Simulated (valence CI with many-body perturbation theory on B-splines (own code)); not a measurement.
Values are calculated unless marked as measured or tabulated.
# Basis-set convergence for Ce XLVI

Method: relativistic CI+MBPT: three valence electrons over a frozen Dirac-Fock core [Ne], radial functions for each j: 9 s, 9 p, 8 d, 6 f, 3 g, 1 h, with the one-electron correlation potential Σ1 (screened to all orders), the two-electron term Σ2, the three-electron term Σ3, Breit, model QED; selected single and double excitations, second order for the rest, scaled by the run's own slope (own B-spline code, finite nucleus).

No measured spectrum was set against this ion. As an estimate, large intervals hold to a few tenths of a per cent, small ones and those within an open d or f shell to about a per cent.

The reference run has the lowest level (3s^2 3p1/2) J=1/2 and an ionisation energy of 3673.66 eV. Its largest variational space holds 8492 state functions.

Levels are named by their leading jj configuration (3d3/2^4 stands for four electrons in 3d with j = 3/2), which in mixed levels can hold well under half, so a name can repeat and another be missing. Letters in brackets count levels of one name in rising energy.

Changed runs:
A. basis 6 s, 6 p, 5 d, 3 f, 1 g
B. basis 5 s, 5 p, 4 d, 2 f

Excitation energies of the reference run in cm⁻¹, and shifts in cm⁻¹:

```
                     Level  Reference       A      B
        (3s 3p1/2^2) J=1/2     915982     -25    -87
        (3s^2 3p3/2) J=3/2     930266     -21    -47
(3s 3p1/2 3p3/2) J=3/2 [a]    1684420    -153   -470
    (3s 3p1/2 3p3/2) J=5/2    1785550     -44   -125
(3s 3p1/2 3p3/2) J=3/2 [b]    1920470     +20    +69
    (3s 3p1/2 3p3/2) J=1/2    1985930     +62   +230
        (3s^2 3d3/2) J=3/2    2303780    +279   +893
        (3s^2 3d5/2) J=5/2    2442460    +118   +307
        (3s 3p3/2^2) J=5/2    2732270     +71   +315
     (3p1/2^2 3p3/2) J=3/2    2844020     -29    -99
        (3s 3p3/2^2) J=1/2    2920290    +108   +377
(3s 3p1/2 3d3/2) J=3/2 [a]    2957020    -3.5    -50
    Ionisation energy (eV)    3673.66  -0.018  -0.06
```
